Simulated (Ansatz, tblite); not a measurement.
Cost and result up the ladder for Al₅Sb₄H₁₆⁻, a cluster cut from zinc blende AlSb (hydrogen-capped) (25 atoms). Charge -1, multiplicity 1. Geometry: r2SCAN-D4/def2-SVP.

```xyz
25

Al    1.746   -0.972    2.709
Al   -0.738   -3.267   -0.324
Al   -2.382    0.611    1.489
Al    1.156    3.160    0.067
Al   -1.329    0.866   -2.967
Sb   -0.695   -1.506    1.710
Sb    2.517    0.947    0.920
Sb   -0.187   -1.547   -2.378
Sb   -1.195    1.992   -0.527
H     2.767   -2.199    2.564
H     1.650   -0.194    4.107
H     0.457   -4.332   -0.256
H    -2.228   -3.777   -0.621
H    -2.298    1.483    2.830
H    -3.810    0.087    0.985
H     1.038    4.081    1.374
H     1.920    3.726   -1.223
H    -2.842    0.508   -3.359
H    -0.392    1.593   -4.044
H    -1.379   -2.429    2.975
H     4.090    1.448    1.351
H     3.008    0.119   -0.487
H    -0.167   -2.464   -3.818
H     1.499   -1.291   -2.354
H    -2.205    3.356   -0.723
```

Ansatz on 2 threads of AMD EPYC 7R13 on a shared host and a share (18 GiB) of an NVIDIA H100 80GB HBM3; xTB runs through tblite on one thread. Times are rough, summed over both states, and most runs start from the orbitals of an earlier one. PBE0-D4/def2-TZVP serves as the yardstick here, not as an exact answer. The other state is a doublet.

In the def2 sets Sb takes a core potential; there is no spin–orbit coupling. The xTB rows come from tblite. Single mean-field runs in def2-TZVP are fitted with def2-universal-jkfit. HOMO above LUMO, or a gap near zero within one spin, warns that the state may not be the lowest or that an electron is smeared out.

Raw xTB energies of ions are shifted by several eV.

```tsv
level	functions	wall time
GFN1-xTB	113	0.13 s
GFN2-xTB	97	0.14 s
BHLYP-D4/def2-TZVP	481	11 s
PBE0-D4/def2-TZVP	481	12 s
PBE-D4/def2-TZVP (with forces)	481	13 s
```

(1) Estimate what each level gives for the vertical IE (eV).

Results:

(1) 
```tsv
level	vertical IE (eV)	difference from PBE0-D4/def2-TZVP (eV)	remarks
GFN1-xTB	8.82	3.46	–
GFN2-xTB	8.21	2.85	–
BHLYP-D4/def2-TZVP	5.50	0.14	–
PBE0-D4/def2-TZVP	5.36	0.00	–
PBE-D4/def2-TZVP (with forces)	4.97	-0.39	gap within one spin near zero (doublet)
```
